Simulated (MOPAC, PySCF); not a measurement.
Isomers of CH2B2O. All species are isolated molecules in the gas phase. One relaxed conformer stands for each flexible species; it need not be the lowest. Strings in code marks are SMILES.

Quantity: electronic energy of isomers of CH2B2O relative to `[H]/B=C\B=O`, in kcal/mol. Semi-empirical values (MOPAC) are differences of heats of formation.

Level 1: B3LYP/6-31G* // r2SCAN-D4/def2-TZVP (PySCF)
Level 2: PBE/6-31G* // r2SCAN-D4/def2-TZVP (PySCF)
Level 3: HF/STO-3G // r2SCAN-D4/def2-TZVP (PySCF)
Level 4: PM6 // r2SCAN-D4/def2-TZVP (MOPAC)

```json
[
 {"species": "`OC1=BB1`", "level 1": "86.9", "level 2": "77.1", "level 3": "98.8", "level 4": "104.2"},
 {"species": "`C=BB=O`", "level 1": "9.14", "level 2": "7.94", "level 3": "7.22", "level 4": "19.5"},
 {"species": "`OB1B=C1`", "level 1": "49.0", "level 2": "42.2", "level 3": "66.3", "level 4": "68.2"}
]
```
